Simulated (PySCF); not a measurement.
Correlation energy of Re³³⁺ (rhenium, charge +33)

Starting occupation: [Kr] 4d6, 4d3/2 with m_j = -3/2, -1/2, +1/2, +3/2, 4d5/2 with m_j = +3/2, +5/2. All numbers are calculated (PySCF 2.14, X2C-1e with screened-nucleus spin-orbit coupling, Gaussian nucleus, in an uncontracted even-tempered set (17 s from 3.3 bohr⁻², ratio 2.8; 14 p from 4.3 bohr⁻², ratio 2.8; 9 d from 4.3 bohr⁻², ratio 2.8; 3 f from 18 bohr⁻², ratio 3)). Frozen: [Ar] 3d10; 14 electrons correlated; the 92 highest virtual spinors left out.

MP2 pair energies summed by pair of shells (mhartree):

| pair | energy | share (%) |
| --- | --- | --- |
| 4d3/2-4p3/2 | -77.29 | 21.9 |
| 4d5/2-4p3/2 | -50.81 | 14.4 |
| 4d3/2-4d3/2 | -44.50 | 12.6 |
| 4p3/2-4p3/2 | -43.46 | 12.3 |
| 4d3/2-4d5/2 | -42.55 | 12.0 |
| 4p1/2-4p3/2 | -16.99 | 4.8 |
| 4p3/2-4s1/2 | -16.03 | 4.5 |
| 4d3/2-4s1/2 | -14.52 | 4.1 |
| 4d3/2-4p1/2 | -13.60 | 3.8 |
| 4p1/2-4s1/2 | -6.96 | 2.0 |
| 4d5/2-4p1/2 | -6.86 | 1.9 |
| 4d5/2-4s1/2 | -6.29 | 1.8 |
| 4p1/2-4p1/2 | -5.06 | 1.4 |
| 4s1/2-4s1/2 | -4.60 | 1.3 |
| 4d5/2-4d5/2 | -3.96 | 1.1 |

Total MP2 correlation energy: -353.49 mhartree.

At this charge the one-electron X2C treatment keeps the bare 1/r₁₂, with no two-electron picture change or Breit term. The effect here is smaller than on the frozen 1s shell.
